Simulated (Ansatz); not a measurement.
Basis-set extrapolation for `C[CH2][Mg][O]C` (PBE0-D4/def2-TZVP geometry, frozen core, the Gaussian-basis code of Ansatz). Multiplicity 1, RHF reference. For Mg the program correlates outer-core shells too, which these sets cover unevenly, so the extrapolated numbers aren't a true limit.

```csv
,def2-TZVPP,def2-QZVPP
HF,-392.821682,-392.840565
MP2 correlation,-0.975673,-1.070428
CCSD(T) correlation,-1.054055,not run
```

Energies in hartree. Use E(X) = E(∞) + A·exp(−7.88·√X) for Hartree–Fock and E(X) = E(∞) + B·X^(−2.97) for correlation, with X = 3 and 4, and add CCSD(T) minus MP2 of the smaller set to the MP2 limit.

Problem. What is the CCSD(T) energy at the basis-set limit?

Solution. HF limit: -392.840565 + (-0.018883) × 0.13774 = -392.84317. MP2 limit: -1.070428 + (-0.094755) × 0.74074 = -1.14062. Higher-order term: -1.054055 − (-0.975673) = -0.07838. Total: -394.06217 hartree, 489.5 kJ/mol below CCSD(T)/def2-TZVPP.
